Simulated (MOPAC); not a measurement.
MOPAC input (PM3):

```
PM3 FORCE THERMO(298,298) PRECISE LET UHF MS=0.5 GEO-OK AUX(PRECISION=9) THREADS=1
Cl2Sb

Sb   -0.32977434 1   -0.17539472 1    0.47524084 1
Cl   -0.31767830 1    1.78708431 1   -0.72095371 1
Cl    1.31298639 1   -1.25767700 1   -0.71342062 1
```

Output:

```
 *******************************************************************************
 **                                                                           **
 **                              MOPAC v23.2.5                                **
 **                                                                           **
 *******************************************************************************
 ** MOPAC's Digital Object Identifier: https://doi.org/10.5281/zenodo.6511958 **
 **                                                                           **
 ** Please cite the open-source release paper for use of this MOPAC version:  **
 ** J. E. Moussa and J. J. P. Stewart (2026)                                  **
 ** MOPAC: An open-source semiempirical molecular orbital program             **
 ** J. Open Source Softw., 11(119), 8025, https://doi.org/10.21105/joss.08025 **
 *******************************************************************************

                              PM3 CALCULATION RESULTS

 *******************************************************************************
 *  PM3        - The PM3 Hamiltonian to be used
 *  GEO-OK     - OVERRIDE INTERATOMIC DISTANCE AND OTHER SAFETY CHECKS
 *  UHF        - UNRESTRICTED HARTREE-FOCK CALCULATION
 *  MS=        - IN MECI, MAGNETIC COMPONENT OF SPIN =  0.5
 *  LET        - OVERRIDE SOME SAFETY CHECKS
 *  PRECISE    - TIGHTER CRITERIA TO BE USED
 *  FORCE      - FORCE CALCULATION SPECIFIED
 *  AUX        - OUTPUT AUXILIARY INFORMATION
 *  THERMO     - THERMODYNAMIC QUANTITIES TO BE CALCULATED
 *******************************************************************************
PM3 FORCE THERMO(298,298) PRECISE LET UHF MS=0.5 GEO-OK AUX(PRECISION=9) THREADS=1
 Cl2Sb

   ATOM   CHEMICAL          X               Y               Z
  NUMBER   SYMBOL      (ANGSTROMS)     (ANGSTROMS)     (ANGSTROMS)

     1      Sb         -0.32977434  *  -0.17539472  *   0.47524084  *
     2      Cl         -0.31767830  *   1.78708431  *  -0.72095371  *
     3      Cl          1.31298639  *  -1.25767700  *  -0.71342062  *

          CARTESIAN COORDINATES

    NO.       ATOM           X           Y           Z

     1        Sb         -0.3298     -0.1754      0.4752
     2        Cl         -0.3177      1.7871     -0.7210
     3        Cl          1.3130     -1.2577     -0.7134

 Cl: (PM3): J. J. P. STEWART, J. COMP. CHEM. 10, 209 (1989).
 Sb: (PM3): J. J. P. STEWART, J. COMP. CHEM. 12, 320-341 (1991).

           Empirical Formula: Sb Cl2  =     3 atoms

      MOLECULAR POINT GROUP   :   C2v

          UHF CALCULATION, NO. OF ALPHA ELECTRONS =   10
                           NO. OF BETA  ELECTRONS =    9

          HEAT OF FORMATION =     -34.550548 KCALS/MOLE

          CARTESIAN COORDINATE DERIVATIVES

   NUMBER  ATOM         X            Y            Z

     1      Sb      0.009036    -0.032793     0.000000
     2      Cl     -0.004871     0.000093     0.000000
     3      Cl     -0.004165     0.032700     0.000000

 DIPOLE           X         Y         Z       TOTAL
 POINT-CHG.    -2.582    -2.940     0.000     3.913
 HYBRID         0.349     0.397    -0.000     0.529
 SUM           -2.233    -2.543     0.000     3.384

          GRADIENT NORM =   0.04762

          MOLECULAR WEIGHT =  192.66

          ROTATIONAL CONSTANTS IN CM(-1)

          A =    0.16355349   B =    0.07971575   C =    0.05359407

           PRINCIPAL MOMENTS OF INERTIA IN UNITS OF 10**(-40)*GRAM-CM**2

          A =      171.1535   B =      351.1571   C =      522.3106

          ORIENTATION OF MOLECULE IN FORCE CALCULATION

    NO.       ATOM         X         Y         Z

     1         Sb      -0.3683   -0.4194    0.0000
     2         Cl       1.9300   -0.4194    0.0000
     3         Cl      -0.6652    1.8598   -0.0000

    FIRST DERIVATIVES WILL BE USED IN THE CALCULATION OF SECOND DERIVATIVES

    FOR POINT-GROUP C2v  THERE ARE   4 UNIQUE SYMMETRY FUNCTIONS.


(To convert to Hartree/Bohr^2, multiply by (10^(-21) x N x a0^2)/(4.184 x 627.51) =  0.0642)

           FORCE MATRIX IN MILLIDYNES/ANGSTROM

                 Sb  1      Cl  2      Cl  3
 ------------------------------------------
    Sb    1   3.262925
    Cl    2   2.229841   2.262918
    Cl    3   2.228894   0.144506   2.262918

          HEAT OF FORMATION =     -34.550548 KCALS/MOLE

          ZERO POINT ENERGY       1.214 KCAL/MOL

           NORMAL COORDINATE ANALYSIS (Total motion = 1 Angstrom)

   Root No.       1         2         3

                 1 A1      1 B2      2 A1

                 103.1     369.8     376.4

           1   -0.0960   -0.1349   -0.1063
           2   -0.1093    0.1185   -0.1210
           3    0.0000   -0.0000    0.0000
           4   -0.0956    0.4102    0.4195
           5    0.4164   -0.0000   -0.0003
           6   -0.0000    0.0000    0.0000
           7    0.4253    0.0530   -0.0545
           8   -0.0410   -0.4068    0.4159
           9    0.0000    0.0000   -0.0000

           MASS-WEIGHTED COORDINATE ANALYSIS (NORMAL COORDINATES)

   Root No.       1         2         3

                 1 A1      1 B2      2 A1

                 103.1     369.8     376.4

           1   -0.2689   -0.3737   -0.2966
           2   -0.3062    0.3283   -0.3377
           3    0.0000   -0.0000    0.0000
           4   -0.1444    0.6134    0.6317
           5    0.6294   -0.0000   -0.0005
           6   -0.0000    0.0000    0.0000
           7    0.6427    0.0792   -0.0821
           8   -0.0620   -0.6083    0.6263
           9    0.0000    0.0000   -0.0000

          DESCRIPTION OF VIBRATIONS

 VIBRATION          1    1A1         ATOM PAIR     ENERGY CONTRIBUTION    RADIAL
 FREQUENCY           103.10         Sb1 -- Cl2         +50.0% ( 74.4%)      1.7%
 TRANSITION DIPOLE   0.8207         Sb1 -- Cl3         +50.0% ( 74.4%)      1.7%
 TRAVEL (Ang.)       0.2042
 REDUCED MASS       15.6852
 EFFECTIVE MASS     57.7465
 FORCE CONSTANT      0.0982

 VIBRATION          2    1B2         ATOM PAIR     ENERGY CONTRIBUTION    RADIAL
 FREQUENCY           369.80         Sb1 -- Cl2         +50.0% ( 73.8%)     90.0%
 TRANSITION DIPOLE   2.4757         Sb1 -- Cl3         +50.0% ( 73.8%)     90.0%
 TRAVEL (Ang.)       0.1021
 REDUCED MASS       17.4937
 EFFECTIVE MASS     52.0026
 FORCE CONSTANT      1.4095

 VIBRATION          3    2A1         ATOM PAIR     ENERGY CONTRIBUTION    RADIAL
 FREQUENCY           376.44         Sb1 -- Cl2         +50.0% ( 71.2%)     88.3%
 TRANSITION DIPOLE   0.8819         Sb1 -- Cl3         +50.0% ( 71.2%)     88.3%
 TRAVEL (Ang.)       0.1050
 REDUCED MASS       16.2562
 EFFECTIVE MASS     48.7906
 FORCE CONSTANT      1.3573

      SYMMETRY NUMBER FOR POINT-GROUP C2v =  2

          SYSTEM IS A GROUND STATE

 Cl2Sb

          MOLECULE IS NOT LINEAR

          THERE ARE  3 GENUINE VIBRATIONS IN THIS SYSTEM
          THIS THERMODYNAMICS CALCULATION IS LIMITED TO
          MOLECULES WHICH HAVE NO INTERNAL ROTATIONS

                    CALCULATED THERMODYNAMIC PROPERTIES
                                          *
   TEMP. (K)   PARTITION FUNCTION   H.O.F.    ENTHALPY  HEAT CAPACITY ENTROPY
                                   KCAL/MOL   CAL/MOLE    CAL/K/MOL  CAL/K/MOL

 298.00  VIB.     0.3658D+01                   878.7780     5.0005     5.5263
         ROT.     0.9994D+05                   888.2803     2.9808    25.8581
         INT.     0.3656D+06                  1767.0583     7.9813    31.3844
         TRA.     0.2585D+28                  1480.4672     4.9680    41.6704
         TOT.                      -34.551    3247.5254    12.9493    73.0548

   *: NOTE: HEATS OF FORMATION ARE RELATIVE TO THE
            ELEMENTS IN THEIR STANDARD STATE AT 298K
              (=  Standard Enthalpy of Formation).

            Hvib:  Zero-point energy is not included.
                   frequencies of less than zero cm-1 are not included.
            Hrot = (3/2)RT
            Htra = (3/2)RT + pV = (5/2)RT

            Heat capacity is Cp, not Cv

          For more information, see: HTTP://OpenMOPAC.net/Manual/thermochemistry.html

           FORCE CONSTANT IN CARTESIAN COORDINATES (Millidynes/A)

    ATOM   CHEMICAL       X               Y               Z
   NUMBER   SYMBOL  FORCE CONSTANT  FORCE CONSTANT  FORCE CONSTANT

      1      Sb        2.319876        2.287913        0.000753
      2      Cl        2.260477        0.088214        0.000283
      3      Cl        0.129801        2.218891        0.000283

 **********************
 *                    *
 * JOB ENDED NORMALLY *
 *                    *
 **********************

 == MOPAC DONE ==
```
